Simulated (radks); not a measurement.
Values are calculated unless marked as measured or tabulated.
Spherical quantum dot in the effective-mass picture: electrons in a hard-walled sphere of radius 6.54, with a point charge +1 (a donor) at the centre, all in effective atomic units (hartree* = m*/eps^2 hartree, bohr* = eps/m* bohr), one dielectric constant everywhere. Level of theory: non-relativistic Kohn-Sham, LDA (Slater exchange, Perdew-Wang correlation), spin-polarised, spherical densities (a radial shooting solver with Libxc functionals). Levels are named by radial order and angular momentum (1s, 1p, 1d, 2s, ...), and open shells are averaged over m. Results are scaled to m* = 0.079 and eps = 5.7, for which hartree* = 66.16 meV and bohr* = 3.818 nm.

N = 11, configuration 1s2 1p6 1d(up 2, down 0) 2s(up 1, down 0). This is the lowest configuration that the search found. Occupied and some empty levels:

level,occupation,eigenvalue (meV),<r> (nm)
1s up,1,129.16,14.10
1s down,1,131.40,15.38
1p up,3,134.93,17.11
1p down,3,136.42,17.12
2s up,1,141.76,9.349
1d up,2,142.26,17.79
1d down,0,143.74,17.78
2s down,0,148.24,9.005
1f up,0,152.09,18.31
1f down,0,153.59,18.30
1g up,0,164.27,18.73
1g down,0,165.78,18.73
2p up,0,169.17,12.44
2p down,0,171.31,12.71

Energy (meV): total 699.687, kinetic 232.68, external -223.19, Hartree 849.59, exchange-correlation -159.40.
